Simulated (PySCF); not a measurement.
C2H9ClOSi2, SMILES CCO[SiH2][SiH2]Cl.

The structure is a stationary point at B3LYP-D3(BJ)/def2-SVP. This is a generated structure with no PubChem entry under its InChIKey; it may be hypothetical. One conformer was computed; it need not be the lowest.

Level of theory: TDA-PBE/def2-SVPD in PySCF.

Vertical excitations. Gas-phase values at a fixed geometry. State labels are in the subgroup Cs.

Computed excitation energies, oscillator strengths and character:
```
state  symmetry  energy (eV)  λ (nm)      f         main pairs
-----  --------  -----------  ------  -----  -----------------
S1           A"         5.11     243  0.000    HOMO→LUMO 100 %
S2           A'         5.40     230  0.004   HOMO−1→LUMO 98 %
S3           A"         5.98     207  0.002   HOMO−2→LUMO 99 %
S4           A'         6.02     206  0.006   HOMO−3→LUMO 99 %
S5           A"         6.33     196  0.005  HOMO→LUMO+2 100 %
S6           A'         6.37     195  0.012   HOMO→LUMO+1 97 %
T1           A'         4.90     253      0   HOMO−1→LUMO 99 %
T2           A"         4.97     250      0    HOMO→LUMO 100 %
```
Triplets are in the Tamm–Dancoff approximation.
